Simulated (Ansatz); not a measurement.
(MgSe)n: PBE-D4/def2-TZVP single points in Ansatz on relaxed structures, gas phase. Each cluster is the lowest isomer that a short search found in that spin, judged at the geometry's level, and lower ones may exist. Binding counts from free atoms in the multiplicity of their measured ground term, without zero-point energy. The structures are stationary points that may keep the symmetry of their start.

| species | atoms | state | geometry | HOMO (eV) | LUMO (eV) | gap (eV) | binding per atom (eV) | point group (within 0.1 Å) |
| --- | --- | --- | --- | --- | --- | --- | --- | --- |
| (MgSe)2 ring (Mg2Se2) | 4 | singlet | PBE0-D4/def2-SVP | -5.00 | -3.35 | 1.65 | 2.20 | D2h |
| (MgSe)5 ring (Mg5Se5) | 10 | singlet | PBE-D4/def2-SVP | -5.80 | -3.39 | 2.40 | 2.56 | – |

Problem. Estimate the rows for Mg9Se9 (singlet, PBE-D4/def2-SVP geometry).

Solution. 
```json
{"species": "Mg9Se9", "atoms": "18", "state": "singlet", "geometry": "PBE-D4/def2-SVP", "HOMO (eV)": "-5.31", "LUMO (eV)": "-3.34", "gap (eV)": "1.97", "binding per atom (eV)": "2.95", "point group (within 0.1 Å)": "–"}
```

The gap (eV) runs from 1.65 ((MgSe)2 ring) to 2.40 ((MgSe)5 ring). The binding per atom (eV) runs from 2.20 ((MgSe)2 ring) to 2.95 (Mg9Se9).
